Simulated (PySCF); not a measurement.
## C7H10N: g tensor and hyperfine couplings

Compound: C₇H₁₀N (doublet state).
Z-matrix (Å and degrees, GFN2-xTB geometry), rows numbered from 1:
```
C 
N   1  1.2507
C   2  1.4290  1  120.61
C   3  1.5553  2  109.66  1  -133.67
C   4  1.5383  3  107.36  2  -142.91
C   5  1.5149  4  104.76  3    22.83
C   6  1.5279  5  118.44  4    50.78
C   7  1.4694  6   58.96  5   -94.38
H   1  1.0801  2  118.49  3  -178.96
H   1  1.0970  2  124.49  3     1.07
H   3  1.1059  2  112.28  1   -10.11
H   4  1.0898  3  106.97  2   -24.12
H   4  1.0886  3  111.04  2    94.00
H   5  1.0914  4  111.49  3   144.68
H   5  1.0919  4  110.78  3   -94.91
H   6  1.0801  5  117.99  4  -157.94
H   7  1.0822  6  121.17  8   107.67
H   7  1.0805  6  115.10  8  -109.34
```

The hyperfine couplings belong to this conformer and change with its torsions.

Identity: `C=N[C@@H]1CC[C@@H]2C[C]21` [radical].

Method used: UKS B3LYP, pcH-1 on C H N, non-relativistic, mean-field spin-orbit, GIAO in PySCF. Geometry: GFN2-xTB, one conformer, isolated molecule. The geometry wasn't refined by DFT: couplings that depend on bond lengths, twists or pyramidal angles can differ widely from those at the functional's own minimum. No stability test was run, so a lower SCF solution isn't excluded.

| Item | Value |
| --- | --- |
| g1, g2, g3 | 2.00215, 2.00273, 2.00330 |
| g_iso | 2.00273 |
| Form of g | rhombic: the two nearest values differ by 49 % of g3 − g1 |
| ⟨S²⟩ | 0.7527 (exact 0.7500) |
| α and β electrons | 30, 29 |
| Total energy | -327.40448 Eh |

Isotropic coupling and dipolar principal values T1 to T3, in 10⁻⁴ cm⁻¹; ρ(0) is the spin density at the nucleus (1 × 10⁻⁴ cm⁻¹ = 2.998 MHz):

```csv
atom,isotope,a_iso,T1,T2,T3,Mulliken spin population,ρ(0) (bohr⁻³)
C1,13C,-0.4,-0.2,-0.1,0.3,0.00,-0.0009
N2,14N,-0.1,-0.2,0.0,0.2,0.00,-0.0008
C3,13C,2.3,-1.4,-1.1,2.5,-0.03,0.0063
C4,13C,12.1,-1.5,-1.3,2.8,0.04,0.0322
C5,13C,3.7,-0.6,-0.6,1.2,0.01,0.0099
C6,13C,-2.1,-2.2,-1.1,3.3,0.01,-0.0057
C7,13C,-3.0,-2.6,-1.2,3.8,0.01,-0.0079
C8,13C,126.5,-22.9,-21.9,44.8,0.89,0.3373
H9,1H,0.0,-0.3,-0.3,0.6,0.00,0.0000
H10,1H,0.0,-0.5,-0.4,1.0,0.00,0.0000
H11,1H,13.8,-2.0,-1.8,3.8,0.01,0.0092
H12,1H,-0.5,-1.1,-0.5,1.6,0.00,-0.0003
H13,1H,1.8,-1.1,-0.4,1.5,0.00,0.0012
H14,1H,2.5,-0.8,-0.3,1.1,0.00,0.0017
H15,1H,0.0,-0.8,-0.7,1.5,0.00,0.0000
H16,1H,14.9,-2.0,-1.5,3.4,0.02,0.0100
H17,1H,7.8,-2.0,-0.6,2.6,0.01,0.0053
H18,1H,22.0,-2.3,-1.5,3.8,0.02,0.0148
```

The largest Mulliken spin population is on C8 (+0.89). The angles at C8 add up to 296.0°, so it is pyramidal.

Under fast tumbling the dipolar parts average out, and these isotropic splittings remain (the largest six): 1 × 1H (H18, I = 1/2, 2 lines) with 2.35 mT, 1 × 1H (H16, I = 1/2, 2 lines) with 1.60 mT, 1 × 1H (H11, I = 1/2, 2 lines) with 1.47 mT, 1 × 1H (H17, I = 1/2, 2 lines) with 0.84 mT, 1 × 1H (H14, I = 1/2, 2 lines) with 0.27 mT and 1 × 1H (H13, I = 1/2, 2 lines) with 0.19 mT.

The 13C coupling of C8 (379.2 MHz) shows only in satellite lines or after enrichment, since that isotope makes up about 1.07 % of natural carbon.

β density exceeds α density at some nuclei, such as C7 (-0.0079) and C6 (-0.0057), spin density in bohr⁻³. In a single determinant that takes different orbitals for the two spins, that is spin polarisation.
